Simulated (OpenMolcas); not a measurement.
## Sn II: the spin-orbit constant, thermal populations, worked from levels

```yaml
Program: OpenMolcas
Basis: ANO-RCC-VDZP [6s5p3d1f]
Scalar_Hamiltonian: DKH2, point nucleus
Active_space: 3 electrons in 4 orbitals (5s 5p)
State_averaging: 2S+1 = 4 odd, 1 root; 2S+1 = 2 odd, 3 roots; 2S+1 = 4 even, 3 roots; 2S+1 = 2 even, 9 roots
Spin-orbit_coupling: state interaction with AMFI integrals over the reference wave functions, term energies averaged over their components
```

Methods: CASSCF; SS-CASPT2, IPEA 0.25 Eh, imaginary shift 0.1 Eh (closed shells correlated: 4d). Measured levels: NIST Handbook of Basic Atomic Spectroscopic Data.

**The spin-orbit constant.** For the Hund term ²P° of p1, E(J) = (A/2) J(J+1) + constant and ζ = 2S·A = A. From J = 1/2 to J = 3/2 the energy changes by 1.5 A.

```json
{"Source": "CASSCF", "E(3/2) - E(1/2)": "4255.4", "A": "2836.9", "ζ": "2837"}
{"Source": "SS-CASPT2", "E(3/2) - E(1/2)": "4255.4", "A": "2836.9", "ζ": "2837"}
{"Source": "measured", "E(3/2) - E(1/2)": "4251.5", "A": "2834.3", "ζ": "2834"}
```

All in cm-1. SS-CASPT2 is off by +0.1 % and CASSCF by +0.1 %. Both methods take the spin-orbit matrix elements from the reference wave functions, so the second can move ζ only through the term energies and any multistate remixing.

**Thermal populations.** Z = Σ (2J + 1) exp(-E/kT) with k = 0.695035 cm-1/K, over the levels below. No other level of either list lies under 56800 cm-1, which is above 7 kT at each temperature.

| Level | 2J + 1 | SS-CASPT2 | measured |
| --- | --- | --- | --- |
| 5s² 5p ²P°_1/2 | 2 | 0.0 | 0.0 |
| 5s² 5p ²P°_3/2 | 4 | 4260 | 4251 |
| 5s 5p² ⁴P_1/2 | 2 | 44800 | 46464 |
| 5s 5p² ⁴P_3/2 | 4 | 46560 | 48368 |
| 5s 5p² ⁴P_5/2 | 6 | 48900 | 50730 |

```csv
T (K),"Z, SS-CASPT2","Z, measured levels","Ground level (%), SS-CASPT2","Ground level (%), measured levels"
3000,2.519,2.521,79.4,79.3
5000,3.174,3.177,63.0,63.0
8000,3.862,3.864,51.8,51.8
```

At 8000 K, kT = 5560 cm-1, and the computed levels give Z = 2.000 + 1.859 + 0.001 + 0.001 + 0.001 = 3.862.

Terms of s pⁿ other than that of highest spin mix with s² pⁿ⁻² d, which this space lacks; all of them can be thousands of cm-1 off, and some have no real level of that name. Computed and measured levels are paired by configuration, term and J; levels that our copy of the source lacks, or whose pairing is in doubt (as where it misses far off the trend of its configuration), stay unpaired and out of the deviations. Only configurations of the active space appear.

° marks odd parity.
